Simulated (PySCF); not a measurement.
# CuH⁺: input and log

State: ²Δ (doublet), unpaired electrons δ ↑, a second solution, started from another occupation.

An equivalent input (the run itself took its basis sets from the Basis Set Exchange, started from a PBE0 density and held the occupation σ 4α 4β, πx 2α 2β, πy 2α 2β, δx 1α 0β, δy 1α 1β):

```python
from pyscf import gto, dft
mol = gto.M(atom='Cu 0 0 0; H 0 0 1.471', basis={'Cu': 'cc-pVDZ-PP', 'H': 'cc-pVDZ'}, ecp={'Cu': 'cc-pVDZ-PP'},
            charge=1, spin=1, verbose=4, symmetry='C2v')
mf = dft.UKS(mol, xc='PBE0')
mf.grids.atom_grid = (80, 434)
mf.grids.prune = dft.gen_grid.treutler_prune
mf.irrep_nelec = {'A1': (5, 4), 'A2': (1, 1), 'B1': (2, 2), 'B2': (2, 2)}
mf.conv_tol = 1e-9
mf.max_cycle = 60
mf.diis_space = 10
mf.kernel()
```

The log (some set-up lines and the per-cycle HOMO/LUMO lines removed):

```
******** <class 'pyscf.dft.uks_symm.SymAdaptedUKS'> ********
method = SymAdaptedUKS
damping factor = 0
level_shift factor = 0
DIIS = <class 'pyscf.scf.diis.CDIIS'>
diis_start_cycle = 1
diis_space = 10
diis_damp = 0
SCF conv_tol = 1e-09
SCF conv_tol_grad = None
SCF max_cycles = 60
number electrons alpha = 10  beta = 9
Set gradient conv threshold to 3.16228e-05
init E= -197.418667222873
cycle= 1 E= -197.429854362262  delta_E= -0.0112  |g|= 0.00603  |ddm|= 0.0518
cycle= 2 E= -197.429849659003  delta_E= 4.7e-06  |g|= 0.0102  |ddm|= 0.0154
cycle= 3 E= -197.429865891401  delta_E= -1.62e-05  |g|= 0.00075  |ddm|= 0.0104
cycle= 4 E= -197.429866112269  delta_E= -2.21e-07  |g|= 0.000281  |ddm|= 0.00207
cycle= 5 E= -197.429866155402  delta_E= -4.31e-08  |g|= 0.000111  |ddm|= 0.000581
cycle= 6 E= -197.429866163544  delta_E= -8.14e-09  |g|= 2.38e-05  |ddm|= 0.000296
cycle= 7 E= -197.42986616595  delta_E= -2.41e-09  |g|= 1.19e-05  |ddm|= 0.000176
cycle= 8 E= -197.429866166718  delta_E= -7.68e-10  |g|= 2.93e-06  |ddm|= 0.000148
Extra cycle  E= -197.429866166731  delta_E= -1.25e-11  |g|= 2.22e-06  |ddm|= 1.15e-05
converged SCF energy = -197.429866166731  <S^2> = 0.75240204  2S+1 = 2.0024006
```

Repeating this along the bond gives Re = 1.524 Å and ωe = 1916 cm⁻¹.

A point of this curve took 1.2 CPU seconds beside 0.32 for the integrals, on Intel Xeon Platinum 8259CL @ 2.50GHz (shared host).
